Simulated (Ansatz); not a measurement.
Species: GeH₄, charge 0, singlet. GeH4 (germane, SMILES [GeH4]).
B3LYP-D3(BJ)/def2-TZVP minimum from Ansatz (an electronic-structure program):
```
Ge
H 1 1.5358
H 1 1.5358 2 109.47
H 1 1.5358 2 109.47 3 -120.00
H 1 1.5358 2 109.47 3 120.00
```
Charge 0, spin multiplicity 1.

Total energies in hartree (Ansatz). Open shells are spin-unrestricted; no spin-orbit coupling. Correlated methods leave the cores frozen (noble-gas shells, and filled d and f shells in the p block). No relativity. For partners of very few electrons the exact lower level stands in for a higher one.

```tsv
species	HF/cc-pVTZ	CCSD(T)/cc-pVTZ	HF/cc-pVQZ	CCSD(T)/cc-pVQZ	CCSDT(Q)/cc-pVQZ
1: GeH4 (germane, SMILES [GeH4])	-2077.71802	-2077.88869	-2077.72216	-2077.90020	-2077.90097
2: Ge (triplet)	-2075.36107	-2075.42794	-2075.36359	-2075.43284	-2075.43338
3: H (doublet)	-0.49981	-0.49981	-0.49995	-0.49995	-0.49995
```

Task: Work out the atomisation energy (electronic, to ground-state atoms) in kJ/mol: take Hartree-Fock from cc-pVQZ, extrapolate the CCSD(T) correlation energy as X^-3 (X = 3, 4), and add CCSDT(Q) - CCSD(T) in cc-pVQZ. 1 hartree = 2625.5 kJ/mol.

Result: 
Species 1: correlation (64·(-0.17804) - 27·(-0.17067))/37 = -0.18342; step -0.00077; E1 = -2077.72216 + (-0.18342) + (-0.00077) = -2077.90635
Species 2: correlation (64·(-0.06925) - 27·(-0.06687))/37 = -0.07099; step -0.00054; E2 = -2075.36359 + (-0.07099) + (-0.00054) = -2075.43512
Species 3: correlation (64·(0.00000) - 27·(0.00000))/37 = 0.00000; step +0.00000; E3 = -0.49995 + (0.00000) + (+0.00000) = -0.49995
-1·E1 +1·E2 +4·E3 = 0.47143 hartree = 1237.7 kJ/mol.
